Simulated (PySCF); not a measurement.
## Structure from 2D NMR

Compound of formula C$_{8}$H$_{13}$P. Correlations simulated from computed shifts and the bond graph:

HSQC (one-bond C–H):
| δH | δC |
| --- | --- |
| 6.47 | 135.1 |
| 6.46 | 138.2 |
| 2.84 | 33.5 |
| 1.76 | 36.7 |
| 1.71 | 22.2 |
| 1.36 | 16.3 |

COSY cross peaks (H two or three bonds apart, from the bond graph; peaks can be absent where the dihedral angle is near 90°):
| δH | δH |
| --- | --- |
| 6.47 | 6.46 |
| 6.47 | 2.84 |
| 1.76 | 1.71 |
| 1.71 | 1.36 |

HMBC (two and three bonds, from the bond graph):
| δH | δC |
| --- | --- |
| 6.47 | 138.2, 135.1, 33.5 |
| 6.46 | 138.2, 135.1, 36.7, 33.5 |
| 2.84 | 138.2, 135.1 |
| 1.76 | 138.2, 22.2, 16.3 |
| 1.71 | 36.7, 16.3 |
| 1.36 | 36.7, 22.2 |

- shieldings: GIAO PBE0/pcSseg-1
- geometry: GFN2-xTB
- run in PySCF 2.14
- rapidly exchanging positions averaged, no solvent, no relativistic terms, single conformer

δ = σ(ref) − σ, references computed at the same level: ¹H (31.72 ppm) and ¹³C (186.93 ppm) vs TMS.

Exchangeable hydrogens are left out of these lists.

Work out the connectivity.

Results:

`InChI=1S/C8H13P/c1-2-6-9-7-4-3-5-8-9/h4-5,7-8H,2-3,6H2,1H3`.

Numbering as in the mapped SMILES `[CH3:1][CH2:2][CH2:3][P:4]1[CH:5]=[CH:6][CH2:7][CH:8]=[CH:9]1`; H(Xn) means a hydrogen on atom n.

δC 138.2 is C5/C9, an alkene CH (δH 6.46). δC 135.1 is C6/C8, an alkene CH (δH 6.47). δC 36.7 is C3, an sp3 CH2 bonded to P (δH 1.76). δC 33.5 is C7, an allylic sp3 CH2 (δH 2.84). δC 22.2 is C2, an sp3 CH2 (δH 1.71). δC 16.3 is C1, a methyl carbon (δH 1.36). COSY links 6.47–6.46, 6.47–2.84, 1.76–1.71, 1.71–1.36.

The data come from this structure; uniqueness wasn't tested.

Shifts are as computed. Against solution values, carbons near 30 ppm lie about +3 ppm off and those near 130 ppm about +5 ppm. Of 1211 compounds with measured shifts, 218 miss one by over three times the rms of a fit or turn the order of signals round; such compounds aren't used in these exercises.
